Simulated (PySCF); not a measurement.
# Nuclear quadrupole coupling in `O[SiH2]/C(=C\C1CC1)CCF`

C7H13FOSi.
Structure used (GFN2-xTB), in Å, numbered top down from 1:
```
atom  x, y, z in Å
O1    -1.7991    2.2241    0.5188
Si2   -1.9906    0.8844   -0.3802
C3    -0.6835   -0.4324    0.0161
C4     0.5603   -0.4543   -0.4624
C5     1.1551    0.5285   -1.3737
C6     2.6400    0.7800   -1.3145
C7     2.0618    0.0511   -2.4811
C8    -1.0884   -1.4972    1.0074
C9    -0.8627   -1.0136    2.4368
F10   -1.6572    0.0773    2.7201
H11   -1.7810    2.1543    1.4712
H12   -3.2986    0.2672   -0.1363
H13   -1.8951    1.4097   -1.7353
H14    1.2319   -1.2606   -0.1741
H15    0.5268    1.3806   -1.5899
H16    3.2214    0.2164   -0.6000
H17    2.9889    1.7913   -1.4560
H18    2.2439   -1.0101   -2.5604
H19    2.0063    0.5549   -3.4337
H20   -0.4913   -2.4032    0.8766
H21   -2.1418   -1.7534    0.8855
H22   -1.1231   -1.7830    3.1710
H23    0.1713   -0.6852    2.5838
```

Field gradients from the PBE0/pcSseg-1 density (PySCF, non-relativistic), principal values in atomic units, ordered |Vxx| ≤ |Vyy| ≤ |Vzz|:

| atom | Vxx | Vyy | Vzz |
| --- | --- | --- | --- |
| O1 | -0.3600 | -1.1089 | 1.4689 |

Problem. Find the asymmetry η = (Vxx − Vyy)/Vzz and the couplings χ = eQV/h (234.96 MHz × Q in barn × V in au), with Q(17O) = −0.0256 b.

Solution. 
```
atom     environment  nucleus     η  χzz (MHz)  χxx (MHz)  χyy (MHz)
  O1  silanol oxygen      17O  0.51      -8.84       2.17       6.67
```

The tensor is traceless: Vxx + Vyy + Vzz = 0.

Problem. What is Vzz at O1 in SI units (1 au = 9.71736 × 10²¹ V/m²)?

Solution. 1.4689 au = 14.273 × 10²¹ V/m².

Problem. And the gradient at the other heavy atoms, for which no coupling is worked out here?

Solution. 
| atom | environment | Vzz (au) | η |
| --- | --- | --- | --- |
| Si2 | oxygen-bound silicon | 0.324 | 0.66 |
| C3 | fully substituted alkene carbon | 0.262 | 0.73 |
| C4 | alkene CH carbon | 0.336 | 0.58 |
| C5 | allylic carbon | 0.171 | 0.14 |
| C6 | three-membered-ring carbon | 0.187 | 0.07 |
| C7 | three-membered-ring carbon | 0.188 | 0.06 |
| C8 | allylic carbon | -0.072 | 0.44 |
| C9 | sp3 C–F carbon | 0.561 | 0.13 |
| F10 | alkyl fluorine | 2.995 | 0.05 |

Were the hydrogens deuterons (Q(2H) = 0.00286 b), χzz would run from 106 kHz (H12) to 337 kHz (H11).

The structure is a single GFN2-xTB conformer in the gas phase; no vibrational or solvent corrections. GFN2-xTB bond lengths can be off by several hundredths of an ångström, more for odd bonds, and the gradients follow them. A larger basis could move these couplings by a tenth or more.
